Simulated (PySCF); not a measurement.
## Computed properties of Ge(H)(F)2(vinyl) (C2H4F2Ge), SMILES C=[CH][GeH]([F])[F]

C2H4F2Ge, SMILES [GeH]([F])([F])[CH]=C. Geometry optimised at ωB97X-D3(BJ)/def2-SVP. The values are those of a single conformer. All values are computed for the isolated molecule unless a solvent is named; none is compared with measurement here.

**Structure.** All 21 harmonic modes at ωB97X-D3(BJ)/def2-SVP (PySCF) are real, so it is a minimum. With heavy atoms numbered as in [GeH:1]([F:2])([F:3])[CH:4]=[CH2:5], the shortest bond between them is C4–C5 at 1.337 Å and the longest Ge1–C4 at 1.915 Å.

**Vibrations.** The strongest infrared lines (harmonic, unscaled, degenerate partners summed) lie at 2250 cm⁻¹ (117 km/mol, H 99 %), 724 cm⁻¹ (105 km/mol, F 72 %, Ge 21 %), 739 cm⁻¹ (103 km/mol, F 74 %, Ge 26 %). The softest mode is at 85 cm⁻¹ and the zero-point energy is 35.1 kcal/mol.

**Electronic structure.** PBE0/def2-TZVP (PySCF) places the frontier levels at -8.74 and -1.17 eV, a gap of 7.57 eV, and gives a dipole moment of 3.16 D and a mean polarisability of 49.3 bohr³. PBE/def2-TZVP (PySCF) at the same geometry gives -7.58 and -2.15 eV, so its gap is 2.14 eV narrower. An orbital gap is neither the optical nor the fundamental gap.

**Excitations.** TDDFT-ωB97X/def2-SVPD (PySCF) has S1 at 6.86 eV (181 nm, f = 0.007, weak); the most intense of the 10 singlets computed lies at 7.35 eV (f = 0.38). T1 (TDA) is at 4.36 eV. TDDFT-PBE/def2-SVPD (PySCF) puts S1 at 5.95 eV. No vertical singlet excitation falls in the visible range (under 3.1 eV).

**NMR.** GIAO shifts at B3LYP/pcSseg-1 (PySCF) (non-relativistic, atoms alike by connectivity averaged): ¹³C from 139.2 to 151.4 ppm against TMS; ¹H from 6.1 to 6.9 ppm against TMS; ¹⁹F at -183.7 ppm against CFCl3.
